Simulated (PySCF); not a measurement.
Atoms are numbered as in `[CH:1]#[C:2][SiH2:3][SiH2:4][SiH3:5]` (H(Xn): hydrogen on atom n).

Geometry: GFN2-xTB; GIAO absolute shieldings from PySCF, gas phase, non-relativistic, averaged over equivalent atoms.

At PBE0/pcSseg-1 (146 basis functions, 16 s wall time on 1 thread of an Arm Neoverse V1, shared host):
```csv
atoms,σ (ppm)
C1,80.1
C2,103.0
Si3,446.6
Si5,466.2
Si4,477.3
H(Si3),27.25
H(Si5),28.12
H(Si4),28.31
H(C1),29.75
```

**Question.** Estimate the result of repeating the calculation with PBE0/IGLO-II.

**Answer.** 
| atoms | σ at PBE0/IGLO-II | change |
| --- | --- | --- |
| C1 | 84.2 | +4.1 |
| C2 | 105.3 | +2.3 |
| Si3 | 446.9 | +0.3 |
| Si5 | 467.2 | +1.0 |
| Si4 | 479.3 | +2.0 |
| H(Si3) | 27.32 | +0.07 |
| H(Si5) | 28.16 | +0.04 |
| H(Si4) | 28.35 | +0.04 |
| H(C1) | 30.35 | +0.60 |

The largest change is at C1 (terminal alkyne carbon). Cost: 197 basis functions, 24 s wall time on 1 thread of an Arm Neoverse V1, shared host.
